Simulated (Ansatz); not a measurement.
`BC(=O)C=S` and `BC(C)=O` differ in one atom or group.

Ansatz, PBE0-D4/def2-TZVP geometries, multiplicity 1. Each molecule was computed in one conformer, which needn't be the lowest.

```tsv
property	`BC(=O)C=S`
HOMO energy (PBE/def2-TZVPP) / eV	-6.13
ideal-gas entropy at 298 K and 1 bar (rigid rotor, harmonic PBE0-D4/def2-TZVP) / J/(mol·K)	321
HOMO energy (PBE0/def2-TZVPP) / eV	-7.40
HOMO–LUMO gap (PBE0/def2-TZVPP) / eV	3.81
HOMO–LUMO gap (PBE/def2-TZVPP) / eV	1.66
size of the dipole moment (B3LYP/def2-TZVPP) / D	2.11
```

(1) Give the same properties after the change, and the shifts. (Estimate.)

Answers

(1) The calculation gave: 
```
                                                                                  property  `BC(C)=O`  shift
                                                         HOMO energy (PBE/def2-TZVPP) / eV      -6.63  -0.50
ideal-gas entropy at 298 K and 1 bar (rigid rotor, harmonic PBE0-D4/def2-TZVP) / J/(mol·K)        292    -29
                                                        HOMO energy (PBE0/def2-TZVPP) / eV      -8.00  -0.60
                                                      HOMO–LUMO gap (PBE0/def2-TZVPP) / eV       6.66   2.85
                                                       HOMO–LUMO gap (PBE/def2-TZVPP) / eV       4.11   2.45
                                          size of the dipole moment (B3LYP/def2-TZVPP) / D       3.19   1.08
```

With PBE0 the HOMO falls by 0.60 eV and the LUMO rises by 2.26 eV, so the gap widens by about 2.86 eV. PBE moves the HOMO by -0.50 eV and ωB97M-V by -0.72 eV. The zero-point energy changes by 54.6 kJ/mol with +3 modes. Dipoles are sizes alone; their direction can turn.

B3LYP here is the variant with VWN-RPA as its local correlation; programs differ in this.
